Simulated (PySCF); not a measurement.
Compound: C5H3F4 (doublet state).
Structure used (GFN2-xTB), in Å, numbered top down from 1:
```
atom  x, y, z in Å
F1    -0.598    0.391   -2.359
C2    -0.713    0.007   -1.100
C3    -1.739   -0.111   -0.181
C4    -0.886   -0.595    0.806
C5     0.326   -0.499   -0.118
C6     1.374    0.512    0.312
F7     2.043    0.093    1.397
F8     2.289    0.733   -0.641
F9     0.843    1.701    0.623
H10   -2.792    0.087   -0.222
H11   -0.978   -0.886    1.828
H12    0.832   -1.433   -0.373
```

The hyperfine couplings belong to this conformer and change with its torsions.

Identity: `F[C]1C=C[C@@H]1C(F)(F)F` [radical].

Method used: PySCF 2.14.0, UKS B3LYP, pcH-1 on C F H, non-relativistic, mean-field spin-orbit, GIAO. Isolated species at its GFN2-xTB geometry, gas phase. The geometry wasn't refined by DFT: couplings that depend on bond lengths, twists or pyramidal angles can differ widely from those at the functional's own minimum. No stability test was run, so a lower SCF solution isn't excluded. ⟨S²⟩ is 0.776 where a pure state has 0.75.

Problem. Where do the isotropic ENDOR lines of F1, F7/F8/F9, H11, H12 and H10 fall at 336.8 mT, to first order?

Solution. ν± = |νn ± a/2|, one line for each electron-spin manifold; νn = |g_N| × 7.62259 MHz/T × B.

```csv
nuclei,isotope,g_N,νn (MHz),a_iso (MHz),lower line (MHz),upper line (MHz)
F1,19F,5.2577,13.50,106.74,39.87,66.87
F7/F8/F9,19F,5.2577,13.50,2.59,12.20,14.79
H11,1H,5.5857,14.34,-52.52,11.92,40.60
H12,1H,5.5857,14.34,14.77,6.96,21.72
H10,1H,5.5857,14.34,10.48,9.10,19.58
```

Problem. Which pairs are centred on the nuclear Larmor frequency, and which on half the coupling?

Solution. Centred on νn, since |a| < 2νn: F7/F8/F9, H12 and H10. Centred on |a|/2 and split by 2νn: F1 and H11.

Problem. At what field would the lower line of F1 fall to zero frequency?

Solution. Where νn = |a|/2, that is B = 53.37 MHz/(5.2577 × 7.62259 MHz/T) = 1330 mT, as far as first order holds there.

Class means assume fast exchange of nuclei equivalent by connectivity; if that motion is slow, each nucleus keeps its own coupling.

The Mulliken spin populations are largest on C4 (+0.72), C2 (+0.56), C3 (-0.25) and C5 (-0.08). The angles at C4 add up to 359.9°, so it is planar; its axial dipolar tensor and the negative coupling of its proton fit spin in a p orbital normal to that plane.

The run took 60 s (grids of density and orbitals included) on one thread of an Arm Neoverse V2, shared host with 96 logical CPUs at a one-minute load of 48, and the process peaked at 0.96 GiB of memory.

The SMILES draws the unpaired electron on C2; the largest computed Mulliken spin population is on C4 (0.72 against 0.56).
